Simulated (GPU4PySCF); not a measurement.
N-phenylbenzimidazole (C₁₃H₁₀N₂), SMILES c1ccccc1-n1c2ccccc2nc1.

Coordinates come from a r2SCAN-D4/def2-TZVP optimisation. One conformer was computed; it need not be the lowest.

Level of theory: TDDFT-ωB97X/def2-SVPD run with GPU4PySCF.

Vertical excitations. The molecule is in vacuum.

Computed UV-visible absorptions:
```tsv
state	energy (eV)	λ (nm)	f	main pairs
S1	5.12	242	0.052	HOMO−1→LUMO+2 33 %, HOMO→LUMO 31 %, HOMO→LUMO+4 11 %, HOMO−1→LUMO+4 6 %
S2	5.32	233	0.005	HOMO→LUMO+1 36 %, HOMO−2→LUMO+1 26 %, HOMO−3→LUMO 23 %, HOMO−3→LUMO+2 6 %
S3	5.47	227	0.168	HOMO→LUMO+2 37 %, HOMO−1→LUMO 21 %, HOMO−1→LUMO+2 14 %, HOMO→LUMO 12 %
S4	5.60	221	0.349	HOMO→LUMO 37 %, HOMO→LUMO+2 25 %, HOMO−2→LUMO 12 %, HOMO−1→LUMO+2 12 %
S5	6.14	202	0.008	HOMO−4→LUMO 38 %, HOMO−4→LUMO+2 28 %, HOMO−2→LUMO 8 %, HOMO−4→LUMO+7 6 %
S6	6.30	197	0.128	HOMO−1→LUMO 53 %, HOMO→LUMO+2 14 %
S7	6.53	190	0.339	HOMO−3→LUMO+1 47 %, HOMO−2→LUMO 10 %
S8	6.61	188	0.289	HOMO→LUMO+1 37 %, HOMO−3→LUMO 28 %, HOMO−3→LUMO+1 9 %
S9	6.95	179	0.015	HOMO−1→LUMO+1 76 %
S10	7.03	176	0.266	HOMO→LUMO+4 28 %, HOMO→LUMO+3 22 %, HOMO−1→LUMO+2 14 %, HOMO→LUMO+7 6 %
S11	7.08	175	0.129	HOMO−1→LUMO+4 53 %
S12	7.12	174	0.153	HOMO→LUMO+3 31 %, HOMO→LUMO+4 16 %, HOMO→LUMO+5 11 %, HOMO−1→LUMO+2 5 %
T1	3.85	322	0	HOMO→LUMO+2 39 %, HOMO−1→LUMO 14 %, HOMO−1→LUMO+2 14 %, HOMO→LUMO 11 %
T2	4.04	307	0	HOMO→LUMO 26 %, HOMO−3→LUMO+1 26 %, HOMO−2→LUMO 23 %, HOMO−2→LUMO+2 6 %
T3	4.35	285	0	HOMO−1→LUMO+2 41 %, HOMO→LUMO+2 21 %, HOMO−1→LUMO 21 %
T4	4.72	263	0	HOMO−2→LUMO+1 39 %, HOMO→LUMO+1 37 %, HOMO−3→LUMO 8 %
```
Triplets are in the Tamm–Dancoff approximation, which puts them higher than full response would, so one can lie above its singlet here.
